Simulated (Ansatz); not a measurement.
Input for Ansatz (an electronic-structure program): R-wB97M-V/def2-TZVPP on CH4SSi (SMILES C[Si]S), a point of a torsion scan.

Ansatz 0.2 input:
```yaml
crystal:
  periodic: [false, false, false]
  atoms:
    - {symbol: C, position_ang: [-1.03396070, -0.04332925, -0.02427094]}
    - {symbol: Si, position_ang: [0.25179210, 1.38121779, 0.05485507]}
    - {symbol: S, position_ang: [-0.79014407, 2.97714058, -1.03133768]}
    - {symbol: H, position_ang: [-0.59937291, -0.90043442, -0.53706665]}
    - {symbol: H, position_ang: [-1.97112872, 0.20285013, -0.52594973]}
    - {symbol: H, position_ang: [-1.27628460, -0.37435359, 0.98475008]}
    - {symbol: H, position_ang: [-1.92515898, 2.36225459, -1.34314490]}
basis:
  gaussian:
    orbitals: def2-TZVPP
hamiltonian:
  xc: {name: wB97M-V}
scf: {lower_state_search: off}
```

Question: Predict the final total energy.

Answer: -728.1585 hartree.

Question: How many basis functions does it have, and what does it roughly cost on one machine?

Answer: 171 functions; roughly 9 core-seconds.
